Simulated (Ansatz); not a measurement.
`F[SiH2][NH][AlH2]` + `[SiH3][SeH]` → `[AlH2][Se][SiH3]` + `N[SiH2]F` at 600 K and 1 bar (ligand exchange at the Al–N bond).

Isolated molecules relaxed with PBE0-D4/def2-TZVP in Ansatz; ΔE leaves out vibrations. CBS: MP2 limit from def2 TZ/QZ plus the TZ coupled-cluster correction, frozen cores. For Se outer-core shells are correlated without core-valence functions, which leaves a few kJ/mol of doubt a bond. Scalar relativity is left out up to krypton. One conformer a species, not always the lowest.

```json
{"species": "`F[SiH2][NH][AlH2]`", "CCSD(T)/CBS energy (Eh)": "-688.71689", "H − E (kJ/mol)": "189.9", "S (J/(mol·K))": "420.8"}
{"species": "`[SiH3][SeH]`", "CCSD(T)/CBS energy (Eh)": "-2692.20088", "H − E (kJ/mol)": "124.0", "S (J/(mol·K))": "341.5"}
{"species": "`[AlH2][Se][SiH3]`", "CCSD(T)/CBS energy (Eh)": "-2934.85173", "H − E (kJ/mol)": "159.9", "S (J/(mol·K))": "425.1"}
{"species": "`N[SiH2]F`", "CCSD(T)/CBS energy (Eh)": "-446.07709", "H − E (kJ/mol)": "163.0", "S (J/(mol·K))": "343.3"}
```

H − E and S are ideal-gas, rigid-rotor, harmonic terms from PBE0-D4/def2-TZVP, for one conformer and one mirror image of each species. 1 Eh = 2625.50 kJ/mol, R = 8.31446 J/(mol·K).

Problem. By hand: ΔE, ΔH, ΔS and ΔG.

Solution. ΔE = (-2934.85173) + (-446.07709) − (-688.71689) − (-2692.20088) = -0.01105 Eh = -29.0 kJ/mol. Δ(H − E) = 159.9 + 163.0 − 189.9 − 124.0 = 9.0, so ΔH = -20.0 kJ/mol. ΔS = 425.1 + 343.3 − 420.8 − 341.5 = 6.1 J/(mol·K). ΔG = -20.0 − 600 × (6.1)/1000 = -23.7 kJ/mol.

Problem. By hand: the equilibrium constant, and the temperature at which ΔG would vanish if ΔH and ΔS stayed fixed.

Solution. log₁₀ K = −ΔG/(RT ln 10) = 2.1. ΔH and −TΔS have one sign here, so there is no such temperature.

The number of gas molecules stays the same, so ΔS is small and ΔH decides. A doubt of 5 kJ/mol in ΔE shifts log₁₀ K by 0.4 here. Other conformers and mirror images would add mixing entropy, several J/(mol·K) or more a flexible species. These are equilibria of isolated gas molecules and say nothing of rates. Largest T1 diagnostic: 0.012 (customary marks: 0.02 for closed shells, 0.045 for open ones).

ΔS is within the doubt of such terms, so its sign, and with it that verdict, could turn.
